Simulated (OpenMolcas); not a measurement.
## Er3+: moving the ligands

Er3+ with its 6 nearest fluoride ions at 2.192 Å, on the Y site of Cs2NaYF6 (a = 9.075 Å, distance in the model lattice 2.178 Å). The rest of the host is ab initio model potentials to 7.6 Å, with orthogonalisation functions on the cations behind the ligands, and point charges beyond; the distance is set by hand and nothing relaxes. Ligand basis ANO-RCC-VDZP.
```
Er    0.0000    0.0000    0.0000
F     2.1920    0.0000    0.0000
F     0.0000    2.1920    0.0000
F    -2.1920    0.0000    0.0000
F     0.0000   -2.1920    0.0000
F     0.0000    0.0000    2.1920
F     0.0000    0.0000   -2.1920
```

```json
{
 "Program": "OpenMolcas",
 "Method": "CASSCF",
 "Basis": "ANO-RCC-VDZP [7s6p4d2f1g]",
 "Scalar Hamiltonian": "DKH2, point nucleus",
 "Active space": "11 electrons in 7 orbitals (4f)",
 "State averaging": "2S+1 = 4 odd, 35 roots (30 in the spin-orbit step); 2S+1 = 2 odd, 35 roots kept (CI in the orbitals of an earlier block)",
 "Spin-orbit coupling": "state interaction with AMFI integrals over the reference wave functions"
}
```

Runs around this geometry, states (labels of O, the rotations of Oh). Energies in cm-1 above the lowest state or level, χT in cm3 K/mol.

```
R (Å)  Ground state  First state of that spin  First gap with spin-orbit (degeneracies)  Width of lowest J  χT at 300 K
2.178           4A1                  4T2 12.7                               24.5 (4, 2)                400       11.211
2.192           4A1                  4T2 12.8                               24.1 (4, 2)                385       11.223
  2.2           4A1                  4T2 12.8                               23.9 (4, 2)                377       11.230
```

Taking the width of the lowest J multiplet as R^-n, n = -ln(377 / 400) / ln(2.2 / 2.178) = 5.9 between the shortest and longest distance.

High states are left out of the spin-orbit mixing, which shifts the levels that they would mix with. Without dynamic correlation the ligand-field splitting of an f shell can come out too small, at times by half. No measured value stands beside these numbers; the geometry was set by hand and not optimised.
